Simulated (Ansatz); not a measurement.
The same path of FH5OSi2 (9 atoms, charge 0, multiplicity 1) was run twice with different band settings. The coordinate that changes most is the dihedral F3–Si2–Si4–H9.

These are results of RKS LDA/def2-SVP (Ansatz 0.2.0), not measurements.

Relaxed end points:

```xyz
9
Properties=species:S:1:pos:R:3
O -0.368 -0.604 1.771
Si -0.831 -0.174 0.245
F -1.773 1.152 0.303
Si 1.123 0.362 -0.887
H -1.040 -0.990 2.362
H -1.684 -1.240 -0.395
H 0.796 0.873 -2.266
H 1.999 -0.856 -1.018
H 1.867 1.431 -0.132
```

```xyz
9
Properties=species:S:1:pos:R:3
O -0.951 0.779 1.448
Si -0.765 -0.358 0.265
F -1.963 -0.223 -0.827
Si 1.250 0.132 -0.777
H -1.681 0.663 2.083
H -0.888 -1.756 0.817
H 1.232 1.552 -1.277
H 1.466 -0.797 -1.943
H 2.388 -0.039 0.195
```

Common settings: movable images 5; climbing image yes; spring 5.0 eV/Å²; optimiser quadratic models (default); start path IDPP; force threshold 0.03 eV/Å; end points relaxed.

| run | iteration limit |
| --- | --- |
| 1 | 60 |
| 2 | 6 |

(1) What does each run give, and how far can it be trusted?

Answers

(1) Run 1: converged after 5 iterations, highest image 0.044 eV above the first end. A vibrational analysis at the climbing image gives one clearly imaginary mode, 102i cm⁻¹: a first-order saddle point.
Run 2: converged after 5 iterations, highest image 0.044 eV above the first end. Another band between the same ends (5 images) ends at a top of the same energy, where a vibrational analysis finds 1 clearly imaginary mode.
